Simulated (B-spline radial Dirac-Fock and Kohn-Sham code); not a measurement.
# Electron momentum distribution of N⁶⁺: Compton profiles

System: the N⁶⁺ ion, configuration 1s1.

Model: the impulse approximation on configuration-average Dirac-Fock orbitals. Program: a radial atomic solver. pz is in atomic units of momentum; subshell profiles are per electron, for a selection of subshells; open shells are spread over both j values by their weights.

```
 pz    J total   J 1s1/2
1.2     0.1111     0.111
1.4     0.1077     0.108
1.6     0.1040     0.104
1.8    0.09999     0.100
  2    0.09575    0.0958
2.5    0.08454    0.0845
  3    0.07309    0.0731
  4    0.05196    0.0520
  5    0.03523    0.0352
  7    0.01519    0.0152
 10   0.004334   0.00433
 15  0.0007004  0.000700
 20  0.0001601  0.000160
 30  1.720e-05  1.72e-05
```

**Question.** What is the peak value J(0), and which subshell contributes most to it?

**Answer.** J(0) = 0.1211. The 1s1/2 subshell gives the largest part, 100 %.

Mean momentum ⟨p⟩ by subshell (a.u.): 1s1/2 5.95.

Values without a named source are computed, but for edge energies of neutral atoms, which are taken from tables.
